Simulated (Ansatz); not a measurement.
```yaml
crystal:
  periodic: [true, true, true]
  atoms:
    - {symbol: F, position_ang: [-2.093639, 0.932619, 0.671568]}
    - {symbol: C, position_ang: [-1.394788, -0.206204, 0.385421]}
    - {symbol: C, position_ang: [0.101254, 0.071025, 0.373654]}
    - {symbol: F, position_ang: [0.538058, 0.325571, 1.640748]}
    - {symbol: C, position_ang: [0.455946, 1.308776, -0.490132]}
    - {symbol: F, position_ang: [-0.205715, 1.269036, -1.646363]}
    - {symbol: F, position_ang: [0.129157, 2.420197, 0.148289]}
    - {symbol: F, position_ang: [1.757834, 1.359742, -0.760393]}
    - {symbol: C, position_ang: [0.844264, -1.196755, -0.109516]}
    - {symbol: F, position_ang: [2.140094, -1.132941, 0.140716]}
    - {symbol: F, position_ang: [0.359212, -2.269132, 0.522800]}
    - {symbol: F, position_ang: [0.665064, -1.377133, -1.417257]}
    - {symbol: H, position_ang: [-1.711609, -0.584898, -0.589315]}
    - {symbol: H, position_ang: [-1.597932, -0.949201, 1.158681]}
basis:
  gaussian: {orbitals: "6-31G*", nuclear_model: gaussian}
hamiltonian: {xc: {name: SPW92}}
scf: {lower_state_search: off}
output: {forces: true}
```

```sh
$ ansatz run in.yaml --threads 4 --pin off --events-out ev --progress --plain --max-ram 46080MiB --backend cpu
```

Output, abridged:

```
Error: YAML parse error: error: line 2 column 3: crystal: missing field `lattice` (a structure is typed as `lattice` and `atoms`, a molecule's as `atoms` in Å alone, or read from a run's directory, `checkpoint`)
 --> <input>:2:3
1 | crystal:
2 |   periodic: [true, true, true]
3 |   atoms:
4 |     - {symbol: F, position_ang: [-2.093639, 0.932619, 0.671568]}
```

Problem. Something in this input is off. What?

Solution. The molecule is marked periodic without a cell. The program refused the input.
